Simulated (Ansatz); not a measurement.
Mulliken charges of CH5BClNO (`CNB(O)Cl`) from ωB97M-V/def2-TZVPP in Ansatz (PBE0-D4/def2-TZVP geometry).

```tsv
atom	x (Å)	y (Å)	z (Å)	charge (e)
C1	-0.843	-0.960	0.095	-0.219
N2	-0.295	0.305	0.513	-0.161
B3	0.808	0.982	-0.021	0.223
O4	1.583	0.559	-1.056	-0.272
Cl5	1.254	2.542	0.706	-0.191
H6	-1.866	-0.860	-0.280	0.128
H7	-0.246	-1.390	-0.712	0.076
H8	-0.847	-1.690	0.910	0.127
H9	-0.778	0.743	1.279	0.115
H10	1.314	-0.283	-1.430	0.176
```

**Question.** By hand: the dipole of these point charges (1 e Å = 4.8032 D).

**Answer.** Σ q r = (-0.481, -0.652, -0.035) e Å, of length 0.811 e Å = 3.90 D.

**Question.** How does the dipole of the full density compare? (An estimate is asked.)

**Answer.** Ansatz gave: (-0.499, -0.656, -0.019) e Å, 3.96 D; the point charges give 0.98 times that, at 1° from its direction.

Point charges leave out the atoms' own dipoles, such as those of lone pairs, and Mulliken's split depends on the basis, so the close match here is no proof of good charges.
